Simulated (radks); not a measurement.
Removal energies from the iron ion Fe9+, [Ne] 3s2 3p(1/2: 2, 3/2: 3), by Delta-SCF beside the eigenvalue of the level emptied. All-electron calculation, Dirac Kohn-Sham, BLYP, spin-unpolarised, spherical densities, finite nucleus; Fermi nuclear charge, rms radius of each element as measured or else 0.836 A^(1/3) + 0.57 fm. Program: a radial shooting solver on a logarithmic mesh with Libxc functionals. Sub-shells are occupied by j as written (lower j first in brackets).

| removed from | final configuration | Delta-SCF (eV) | -eigenvalue (eV) |
|---|---|---|---|
| 3p3/2 | [Ne] 3s2 3p(1/2: 2, 3/2: 2) | 263.40 | 248.55 |
| 3p1/2 | [Ne] 3s2 3p(1/2: 1, 3/2: 3) | 265.60 | 250.64 |
| 3s1/2 | [Ne] 3s1 3p(1/2: 2, 3/2: 3) | 299.96 | 284.99 |
| 2p3/2 | [He] 2s2 2p(1/2: 2, 3/2: 3) 3s2 3p(1/2: 2, 3/2: 3) | 958.69 | 916.72 |
